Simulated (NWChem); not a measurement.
System: MgF2; SMILES [F][Mg][F]

NWChem printed, in part:

```
             Northwest Computational Chemistry Package (NWChem) 7.3.0
             --------------------------------------------------------

                             Geometry "geometry" -> ""
                             -------------------------

 Output coordinates in angstroms (scale by  1.889725989 to convert to a.u.)

  No.       Tag          Charge          X              Y              Z
 ---- ---------------- ---------- -------------- -------------- --------------
    1 Mg                  12.0000     0.00000000     0.00000000    -0.04770600
    2 F                    9.0000     1.73531400     0.00000000    -0.04766600
    3 F                    9.0000    -1.73531400     0.00000000    -0.04766600

 Effective nuclear repulsion energy (a.u.)      78.2186764690

                              NWChem Property Module
                              ----------------------

                                 NWChem DFT Module
                                 -----------------

 Summary of "ao basis" -> "ao basis" (spherical)
 ------------------------------------------------------------------------------
       Tag                 Description            Shells   Functions and Types
 ---------------- ------------------------------  ------  ---------------------
 Mg                       sadlej pvtz               14       32   7s5p2d
 F                        sadlej pvtz               10       24   5s3p2d

            General Information
            -------------------
          SCF calculation type: DFT
          Wavefunction type:  closed shell.
          No. of atoms     :     3
          No. of electrons :    30
           Alpha electrons :    15
            Beta electrons :    15
          Charge           :     0
          Spin multiplicity:     1
          Use of symmetry is: off; symmetry adaption is: off
          Maximum number of iterations: 150
          AO basis - number of functions:    80
                     number of shells:    34
          Convergence on energy requested:  1.00D-06
          Convergence on density requested:  1.00D-05
          Convergence on gradient requested:  5.00D-04

              XC Information
              --------------
                         PBE0 Method XC Functional
                     Hartree-Fock (Exact) Exchange  0.250
          PerdewBurkeErnzerhof Exchange Functional  0.750
            Perdew 1991 LDA Correlation Functional  1.000 local
           PerdewBurkeErnz. Correlation Functional  1.000 non-local

             Grid Information
             ----------------
          Grid used for XC integration:  medium
          Radial quadrature: Mura-Knowles
          Angular quadrature: Lebedev.
          Tag              B.-S. Rad. Rad. Pts. Rad. Cut. Ang. Pts.
          ---              ---------- --------- --------- ---------
          Mg                  1.50       88          14.0       590
          F                   0.50       49          12.0       434
          Grid pruning is: on
          Number of quadrature shells:   186
          Spatial weights used:  Erf1

      Superposition of Atomic Density Guess
      -------------------------------------

 Sum of atomic energies:        -398.42539577

      Non-variational initial energy
      ------------------------------

 Total energy =    -398.261718
 1-e energy   =    -713.195961
 2-e energy   =     236.715567
 HOMO         =      -0.664185
 LUMO         =      -0.132230

   convergence    iter        energy       DeltaE   RMS-Dens  Diis-err
 ---------------- ----- ----------------- --------- --------- ---------
 d= 0,ls=0.0,diis     1   -399.5452819006 -4.78D+02  1.90D-02  1.29D+00
 d= 0,ls=0.0,diis     2   -399.2873561502  2.58D-01  1.04D-02  4.43D+00
 d= 0,ls=0.0,diis     3   -399.6699325534 -3.83D-01  5.20D-04  3.44D-03
 d= 0,ls=0.0,diis     4   -399.6702318632 -2.99D-04  8.67D-05  1.89D-04
 d= 0,ls=0.0,diis     5   -399.6702460707 -1.42D-05  1.96D-05  1.47D-06
 d= 0,ls=0.0,diis     6   -399.6702462863 -2.16D-07  2.05D-06  2.91D-08

         Total DFT energy =     -399.670246286295
      One electron energy =     -715.953092886066
           Coulomb energy =      275.350747024042
    Exchange-Corr. energy =      -37.286576893231
 Nuclear repulsion energy =       78.218676468960

 Numeric. integr. density =       30.000003703923

                       DFT Final Molecular Orbital Analysis
                       ------------------------------------

 Vector   13  Occ=2.000000D+00  E=-3.809352D-01
              MO Center= -7.7D-07, -8.0D-08, -4.8D-02, r^2= 3.4D+00
   Bfn.  Coefficient  Atom+Function         Bfn.  Coefficient  Atom+Function
  ----- ------------  ---------------      ----- ------------  ---------------
    40      0.410775  2 F  pz                64      0.410775  3 F  pz
    39     -0.304645  2 F  py                63     -0.304645  3 F  py
    43      0.196145  2 F  pz                67      0.196146  3 F  pz
    42     -0.145468  2 F  py                66     -0.145468  3 F  py
    46      0.059508  2 F  pz                70      0.059508  3 F  pz

[...]

 DFT Linear Response polarizability / au
 Frequency  =       0.0000000 / au
              X              Y              Z
 -----------------------------------------------
 X      19.4180398      0.0000001     -0.0000001
 Y       0.0000001     17.0102944      0.0000000
 Z      -0.0000001      0.0000000     17.0102862
 -----------------------------------------------
 Eigenvalues =      19.4180398     17.0102944     17.0102862
 Isotropic   =      17.8128734
 Anisotropic =       2.4077495
 -----------------------------------------------

 Magnetic Dipole Response Matrix (nonzero elements):

 Exiting AOResponse driver routine
```

Level: PBE0/Sadlej pVTZ. Coordinates come from a B3LYP/6-31G* (spherical d) optimisation.

Problem. Write an input that gives this output.

Solution. One answer among several that fit: the input that was run:
```
start job
memory heap 200 mb stack 900 mb global 1100 mb
geometry units angstroms noautosym nocenter noautoz
  Mg     0.000000     0.000000    -0.047706
  F      1.735314     0.000000    -0.047666
  F     -1.735314     0.000000    -0.047666
end
basis spherical
  Mg library sadlej_pvtz
  F library sadlej_pvtz
end
dft
  xc pbe0
  iterations 150
end
property
  response 1 0.0
end
task dft property
```
